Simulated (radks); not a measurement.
Q: The mean radii <r> (bohr) of the occupied orbitals of an atom or ion are listed with their occupations. All-electron calculation, Dirac Kohn-Sham, BP86, spin-unpolarised, spherical densities, finite nucleus; Fermi nuclear charge, rms radius of each element as measured or else 0.836 A^(1/3) + 0.57 fm. Program: a radial shooting solver on a logarithmic mesh with Libxc functionals.

| orbital | occ. | <r> |
|---|---|---|
| 1s1/2 | 2 | 0.04408 |
| 2s1/2 | 2 | 0.1957 |
| 2p1/2 | 2 | 0.1685 |
| 2p3/2 | 4 | 0.1723 |
| 3s1/2 | 2 | 0.5693 |
| 3p1/2 | 2 | 0.5758 |
| 3p3/2 | 4 | 0.5859 |
| 3d3/2 | 4 | 0.6063 |
| 3d5/2 | 5 | 0.6101 |
| 4s1/2 | 2 | 1.674 |
| 4p1/2 | 2 | 1.996 |
| 4p3/2 | 2 | 2.034 |
| 5s1/2 | 1 | 5.650 |

Name the element and its charge. Open shells, if any, fill j = l - 1/2 first.

A: Z = 34, selenium, charge 0: Se in [Ar] 3d9 4s2 4p4 5s1. The 1s radius gives Z: for a bare nucleus <r> = (2 gamma + 1)/(2Z) with gamma = sqrt(1 - (Z/c)^2), 0.0432 bohr for Z = 34, and screening makes it slightly larger (0.04408 here). The occupations add up to 34, and the charge is Z minus that.
